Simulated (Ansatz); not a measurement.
```yaml
crystal:
  periodic: [true, true, true]
  atoms:
    - {symbol: Hf, position_ang: [0.849792, 0.229355, 1.130747]}
    - {symbol: Hf, position_ang: [-0.263686, -0.922387, -1.064435]}
    - {symbol: P, position_ang: [0.856745, 1.219285, -1.074295]}
    - {symbol: P, position_ang: [-1.442850, -0.526252, 1.007973]}
basis:
  gaussian: {orbitals: def2-SVPD}
hamiltonian: {xc: {name: HSE06}, dispersion: d4}
```

```sh
$ ansatz run in.yaml --threads 4 --pin off --events-out ev --progress --plain --max-ram 3916MiB
```

Output, abridged:

```
Error: YAML parse error: error: line 2 column 3: crystal: missing field `lattice` (a structure is typed as `lattice` and `atoms`, a molecule's as `atoms` in Å alone, or read from a run's directory, `checkpoint`)
 --> <input>:2:3
1 | crystal:
2 |   periodic: [true, true, true]
3 |   atoms:
4 |     - {symbol: Hf, position_ang: [0.849792, 0.229355, 1.130747]}
```

In this input the species is marked periodic without a cell. The input was rejected before any iteration.
